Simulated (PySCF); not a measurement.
Au(Cl) anion (AuCl), SMILES [Cl][Au] (connectivity only; charge and spin as stated), charge -1, multiplicity 2. Geometry optimised at B3LYP-D3(BJ)/def2-TZVPD. The spin state was assumed, not searched. The def2 effective core potentials stand for the cores of Au; spin–orbit coupling is left out.

The numbers are results of PySCF with B3LYP-D3(BJ)/def2-TZVPD, not measurements.

Harmonic wavenumbers (cm⁻¹): 209. Rotational constants (GHz): 2.735 (linear); symmetry number 1.

Question: Work out the zero-point energy and the ideal-gas rigid-rotor harmonic-oscillator thermochemistry at 298.15 K and 1 atm.

Answer: ZPE = ½ Σ hcν = ½ × 209 cm⁻¹ = 0.30 kcal/mol. H − E(el) = 2.72 kcal/mol. Entropy in cal/(mol K): translation 42.23, rotation 17.34, vibration 2.06, spin 1.38, total 63.01. G − E(el) = -16.07 kcal/mol. Cp = 8.78 cal/(mol K).
